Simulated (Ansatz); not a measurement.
Ideal-gas functions of H₄O₂S₂Zr, SMILES `[OH][Zr]([OH])([SH])[SH]` at 500 K and 1 bar, from an Ansatz frequency run at PBE0-D4/def2-TZVP.

Molar mass 191.39 g/mol, point group C2 (symmetry number 2), electronic degeneracy 1, moments of inertia 252.281, 362.338, 421.064 u Å². Harmonic wavenumbers (cm⁻¹, unscaled): 85, 115, 122, 124, 143, 143, 203, 207, 286, 313, 344, 363, 373, 502, 509, 731, 734, 2689, 2690, 3991, 3994.

Use S(trans) = R[1.5 ln M + 2.5 ln T − 1.1517]; rotational temperatures θ = 24.2544 K / I; S(rot) = R[ln(√π/σ · √(T³/θAθBθC)) + 1.5]; for each mode x = 1.438777 ν̃/T, S = R[x/(eˣ − 1) − ln(1 − e⁻ˣ)] and H = RT x/(eˣ − 1); 1 cm⁻¹ = 0.0119627 kJ/mol; R = 8.31446 J/(mol·K).

Q: By hand: the entropy, in J/(mol·K).

A: Translation 185.1. Rotation: θ = 0.0961, 0.0669, 0.0576 K, giving 121.8. Vibration, mode by mode: 20.04, 17.55, 17.06, 16.93, 15.76, 15.76, 12.90, 12.74, 10.17, 9.46, 8.73, 8.32, 8.11, 5.94, 5.85, 3.51, 3.49, 0.03, 0.03, 0.00, 0.00, in all 192.4. Electronic 0.0. Sum 499.3 J/(mol·K).

Q: By hand: H − E and G − E in kJ/mol, counted from the electronic energy.

A: Zero-point energy ½ × 18661 × 0.0119627 = 111.6; thermal vibration 45.4; translation, rotation and pV give 4 RT = 16.6. H − E = 173.6 kJ/mol, and G − E = 173.6 − 500 × 499.3/1000 = -76.1 kJ/mol.

Vibration gives 39 % of the entropy, 103.1 J/(mol·K) of it from the modes under 150 cm⁻¹: soft modes count most, and the harmonic formula is weakest for them. The sum counts one conformer and one mirror image; others add a mixing term.
